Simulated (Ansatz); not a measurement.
`BN[SiH2]F` + H₂ → `BN[SiH3]` + H–F at 400 K and 1 bar (hydrogenolysis of the Si–F bond).

Calculated with Ansatz (gas phase, PBE0-D4/def2-TZVP geometries, no zero-point term in ΔE). CBS: MP2 limit from def2 TZ/QZ plus the TZ coupled-cluster correction, frozen cores. This one scheme is used for every species. Each species was taken in one conformer, which may not be the lowest.

| species | CCSD(T)/CBS energy (Eh) | H − E (kJ/mol) | S (J/(mol·K)) |
| --- | --- | --- | --- |
| `BN[SiH2]F` | -471.49877 | 182.0 | 339.2 |
| H₂ | -1.17544 | 38.0 | 139.0 |
| `BN[SiH3]` | -372.22946 | 191.4 | 318.7 |
| H–F | -100.39570 | 36.5 | 182.2 |

H − E and S are ideal-gas, rigid-rotor, harmonic terms from PBE0-D4/def2-TZVP, for one conformer and one mirror image of each species. The MP2-based limit puts H₂ 0.8 mEh under its directly extrapolated value; such offsets cancel only in part. 1 Eh = 2625.50 kJ/mol, R = 8.31446 J/(mol·K).

By hand: ΔE, ΔH, ΔS and ΔG.

ΔE = (-372.22946) + (-100.39570) − (-471.49877) − (-1.17544) = 0.04905 Eh = 128.8 kJ/mol. Δ(H − E) = 191.4 + 36.5 − 182.0 − 38.0 = 7.9, so ΔH = 136.7 kJ/mol. ΔS = 318.7 + 182.2 − 339.2 − 139.0 = 22.7 J/(mol·K). ΔG = 136.7 − 400 × (22.7)/1000 = 127.6 kJ/mol.

By hand: the equilibrium constant, and the temperature at which ΔG would vanish if ΔH and ΔS stayed fixed.

log₁₀ K = −ΔG/(RT ln 10) = -16.7. ΔG = 0 at ΔH/ΔS = 6022 K, far beyond where these terms or the molecules hold.

ΔH outweighs TΔS. A doubt of 5 kJ/mol in ΔE shifts log₁₀ K by 0.7 here. Other conformers and mirror images would add mixing entropy, several J/(mol·K) or more a flexible species. These are equilibria of isolated gas molecules and say nothing of rates. Largest T1 diagnostic: 0.012 (customary marks: 0.02 for closed shells, 0.045 for open ones).
